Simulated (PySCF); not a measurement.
## Electric field gradients and quadrupole coupling constants

1-naphthonitrile, C₁₁H₇N.
Cartesian coordinates in Å at the GFN2-xTB level; atoms count from 1:
```
atom  x, y, z in Å
N1     2.349    3.142   -0.221
C2     1.948    2.068   -0.164
C3     1.475    0.739   -0.094
C4     2.381   -0.301   -0.099
C5     1.933   -1.624   -0.032
C6     0.593   -1.898    0.040
C7    -0.362   -0.860    0.047
C8    -1.747   -1.119    0.120
C9    -2.650   -0.093    0.125
C10   -2.212    1.238    0.058
C11   -0.876    1.525   -0.014
C12    0.077    0.488   -0.021
H13    3.439   -0.090   -0.155
H14    2.655   -2.426   -0.037
H15    0.246   -2.920    0.092
H16   -2.078   -2.146    0.171
H17   -3.709   -0.300    0.182
H18   -2.938    2.037    0.063
H19   -0.534    2.549   -0.067
```

Field gradients from the PBE0/pcSseg-1 density (PySCF, non-relativistic), principal values in atomic units, ordered |Vxx| ≤ |Vyy| ≤ |Vzz|:

```csv
atom,Vxx,Vyy,Vzz
N1,0.4271,0.5363,-0.9634
```

Question: Find the asymmetry η = (Vxx − Vyy)/Vzz and the couplings χ = eQV/h (234.96 MHz × Q in barn × V in au), with Q(14N) = 0.02044 b.

Answer: 
| atom | environment | nucleus | η | χzz (MHz) | χxx (MHz) | χyy (MHz) |
| --- | --- | --- | --- | --- | --- | --- |
| N1 | nitrile nitrogen | 14N | 0.11 | -4.627 | 2.051 | 2.576 |

Question: What is Vzz at N1 in SI units (1 au = 9.71736 × 10²¹ V/m²)?

Answer: -0.9634 au = -9.362 × 10²¹ V/m².

Question: And the gradient at the other heavy atoms, for which no coupling is worked out here?

Answer: 
```csv
atom,environment,Vzz (au),η
C2,nitrile carbon,-0.392,0.03
C3,substituted aromatic carbon,-0.216,0.39
C4,aromatic CH carbon,0.346,0.09
C5,aromatic CH carbon,0.315,0.18
C6,aromatic CH carbon,0.349,0.25
C7,ring-fusion aromatic carbon,0.316,0.10
C8,aromatic CH carbon,0.311,0.32
C9,aromatic CH carbon,0.335,0.17
C10,aromatic CH carbon,0.345,0.16
C11,aromatic CH carbon,0.316,0.28
C12,ring-fusion aromatic carbon,0.302,0.27
```

Question: What couplings would deuterons (Q(2H) = 0.00286 b) have in place of the hydrogens, at this geometry?

Answer: 
```json
{"atom": "H13", "bonded to": "C4", "bond length (Å)": "1.080", "Vzz (au)": "0.3210", "η": "0.07", "χzz (kHz)": "216"}
{"atom": "H14", "bonded to": "C5", "bond length (Å)": "1.080", "Vzz (au)": "0.3255", "η": "0.07", "χzz (kHz)": "219"}
{"atom": "H15", "bonded to": "C6", "bond length (Å)": "1.081", "Vzz (au)": "0.3235", "η": "0.06", "χzz (kHz)": "217"}
{"atom": "H16", "bonded to": "C8", "bond length (Å)": "1.081", "Vzz (au)": "0.3246", "η": "0.07", "χzz (kHz)": "218"}
{"atom": "H17", "bonded to": "C9", "bond length (Å)": "1.080", "Vzz (au)": "0.3261", "η": "0.06", "χzz (kHz)": "219"}
{"atom": "H18", "bonded to": "C10", "bond length (Å)": "1.080", "Vzz (au)": "0.3259", "η": "0.06", "χzz (kHz)": "219"}
{"atom": "H19", "bonded to": "C11", "bond length (Å)": "1.080", "Vzz (au)": "0.3183", "η": "0.08", "χzz (kHz)": "214"}
```

Isolated species at its GFN2-xTB geometry, gas phase. GFN2-xTB bond lengths can be off by several hundredths of an ångström, more for odd bonds, and the gradients follow them. A larger basis could move these couplings by a tenth or more.
